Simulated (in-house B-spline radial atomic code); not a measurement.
A run on neutral neodymium that did not converge. Method: Dirac-Kohn-Sham BHandHLYP, spherical fractional occupations, Fermi nucleus of rms radius 4.9123 fm; computed with an all-electron radial atomic-structure program (B-spline basis).

Command:
```bash
python run_scf.py task.json out
```
Settings (nuclear radius in fm, mass in u):
```
Z                60
configuration    [Xe] 4f4 6s2
hamiltonian      dirac
method           bhandhlyp
spin_polarised   False
nucleus          fermi
rms_radius       4.9123
atomic_mass      141.90773
speed_of_light   137.035999084
```

First and last ten iterations of the last attempt (damped for 15 steps, keeping 80 % of the old Fock matrix, then DIIS):
```
 iter        energy (Eh)    residual
    1       -9616.063792    5.83e-01
    2       -9617.031868    5.78e-01
    3       -9622.847987    3.78e-01
    4       -9625.848117    2.33e-01
    5       -9627.328781    1.44e-01
    6       -9628.024689    8.72e-02
    7       -9628.335021    5.65e-02
    8       -9628.466544    3.49e-02
    9       -9628.520446    2.38e-02
   10       -9628.542811    1.74e-02
  111       -9628.559467    7.35e-03
  112       -9626.748082    1.08e-01
  113       -9626.747770    1.08e-01
  114       -9626.746520    1.08e-01
  115       -9626.766219    1.07e-01
  116       -9626.754779    1.08e-01
  117       -9626.746233    1.08e-01
  118       -9626.749774    1.08e-01
  119       -9626.752400    1.07e-01
  120       -9626.758032    1.07e-01
 not converged after 120 iterations
```

The smallest residual met was 1.6e-03; the threshold is about 6e-07. No energy from this run should be used. Run time, properties included: 61 s on 1 thread of Arm Neoverse N1 (shared host).
